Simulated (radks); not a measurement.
Values are calculated unless marked as measured or tabulated.
The lutetium ion Lu3+, 68 electrons, occupied as [Xe] 4f14 (the NIST ground configuration).

Code: a radial shooting solver on a logarithmic mesh with Libxc functionals. Model: scalar-relativistic Kohn-Sham, XLYP, spin-polarised, spherical densities, point nucleus.

Energy parts (Ry):
part                       energy
total                 -29127.2639
kinetic                31833.3014
electron-nucleus      -71645.6585
Hartree                11287.5973
exchange-correlation    -602.5042

Orbitals (lengths in bohr, moments of r in powers of bohr; r(90%) holds 90 % of the orbital's charge):
orbital  occ.  eigenvalue (Ry)   <1/r>  r(90%)
1s          2        -4651.313   82.25  0.0351
2s          2        -793.3861   19.19   0.127
2p          6        -698.1603   17.56   0.119
3s          2        -181.2858   7.093   0.312
3p          6        -152.7176   6.589   0.317
3d         10        -118.4398   6.237   0.299
4s          2        -37.63501   3.001   0.687
4p          6        -28.26397   2.734   0.739
4d         10        -16.04831   2.420   0.823
5s          2         -6.43701   1.139    1.68
5p          6         -4.25095  0.9495    2.01
4f         14         -2.65112   1.833    1.23
5d          0         -1.85736  0.6142    3.16
6s          0         -1.85032  0.4424    4.04
6p          0         -1.38327  0.3756    4.81

The highest occupied level is 4f at -36.070 eV. Summed over all electrons, <r^2> = 32.02 bohr^2, which gives a Langevin (diamagnetic) susceptibility term of -25.4 x 10^-6 cm^3/mol.
